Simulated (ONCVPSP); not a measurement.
## Transferability test, ONCV potential for Zn (Z = 30)

```
Element                 : zinc (Zn)
Generator               : ONCVPSP 4.0.1
Type                    : optimised norm-conserving Vanderbilt (ONCV)
Functional              : LDA (Perdew-Wang 92)
Relativity              : scalar-relativistic
Frozen core             : [Ne] 3s2
Valence charge          : 18
Reference configuration : 3p6 3d10 4s1 (charge +1)
Partial waves           : 4s: rc 2.20 bohr, ncon 4, nbas 9, qcut 2.5 1/bohr, 2 projectors, debl 0.8 Ha; 3p: rc 1.10 bohr, ncon 4, nbas 8, qcut 14.6 1/bohr, 1 projector; 3d: rc 0.75 bohr, ncon 3, nbas 7, qcut 23.6 1/bohr, 3 projectors, debl 3.4 Ha
Local potential         : polynomial inside 0.65 bohr (lpopt 5, dvloc0 6 Ha)
Core correction         : Teter function, fcfact 3.25, rcfact 1
```

Energies are relative to the spin-unpolarised reference configuration 3p6 3d10 4s1; without spin polarisation the order of configurations can differ from experiment.

```json
{"valence configuration": "3p6 3d10 4s0", "charge": "+2", "ΔE all-electron (eV)": "18.763", "error AE − PS (meV)": "-23"}
{"valence configuration": "3p6 3d9 4s0", "charge": "+3", "ΔE all-electron (eV)": "59.659", "error AE − PS (meV)": "-101"}
{"valence configuration": "3p6 3d9 4s2 4p1", "charge": "0", "ΔE all-electron (eV)": "2.181", "error AE − PS (meV)": "+61"}
```

(1) What are ΔE and the potential's error for 3p6 3d10 4s2?

Levels in the configuration 3p6 3d10 4s2:

```
level  all-electron (eV)  pseudo (eV)
   3p            -83.263      -83.259
   3d            -10.425      -10.416
   4s             -6.220       -6.210
```

Note: ghosts flagged at negative energy: s at -184.7 eV; no localised positive-energy state flagged. A true bound ghost makes a file unfit for plane-wave use.

Results:

(1) ΔE = -10.184 eV all-electron; the error (AE − PS) is -5.9 meV.
